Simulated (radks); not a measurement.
Results of a calculation; reference values are marked as such.
Species: the sulfur ion S2+. Configuration: [Ne] 3s2 3p2.

Code: a radial shooting solver on a logarithmic mesh with Libxc functionals. Model: scalar-relativistic Kohn-Sham, B86b exchange with PBE correlation, spin-polarised, spherical densities, finite nucleus; open shells are filled with parallel spins first; Fermi nuclear charge, rms radius 3.2611 fm.

Energy parts (eV):
| part | energy |
|---|---|
| total | -10830.049 |
| kinetic | 10872.978 |
| electron-nucleus | -25479.501 |
| Hartree | 4456.313 |
| exchange-correlation | -679.838 |

Orbitals (lengths in bohr, moments of r in powers of bohr; r(90%) holds 90 % of the orbital's charge):
| orbital | occ. | eigenvalue (eV) | r(90%) | <r^4> |
|---|---|---|---|---|
| 1s up | 1 | -2433.302 | 0.173 | 0.0004122 |
| 1s down | 1 | -2432.962 | 0.173 | 0.0004120 |
| 2s up | 1 | -237.5164 | 0.750 | 0.1350 |
| 2s down | 1 | -237.1706 | 0.749 | 0.1343 |
| 2p up | 3 | -182.4371 | 0.736 | 0.1286 |
| 2p down | 3 | -181.9648 | 0.735 | 0.1276 |
| 3s up | 1 | -40.5095 | 2.34 | 12.72 |
| 3s down | 1 | -37.7809 | 2.36 | 13.22 |
| 3p up | 2 | -29.0357 | 2.66 | 21.16 |
| 3p down | 0 | -26.3971 | 2.73 | 23.21 |
| 3d up | 0 | -13.8705 | 3.72 | 79.16 |
| 3d down | 0 | -11.7783 | 4.03 | 110.0 |
| 4s up | 0 | -12.0117 | 5.62 | 429.6 |

The highest occupied level is 3p up at -29.036 eV. The electron density at the nucleus is 2962 e/bohr^3 (large components only). Summed over all electrons, <r^2> = 14.87 bohr^2, which gives a Langevin (diamagnetic) susceptibility term of -11.8 x 10^-6 cm^3/mol. The spin density at the nucleus is -0.2969 e/bohr^3 (1s -0.2415, 2s 0.1064, 3s -0.1618). Spin moment in Bohr magnetons: 2. For comparison, the ionisation energy in NIST's Atomic Spectra Database is 34.86 eV (semi-empirical). In exact Kohn-Sham theory the highest level is minus the ionisation energy, but local and semilocal functionals leave it too shallow, through self-interaction and a potential that decays too fast; potentials with the right tail come closer. The density falls to 0.001 e/bohr^3 at r = 3.37 bohr.
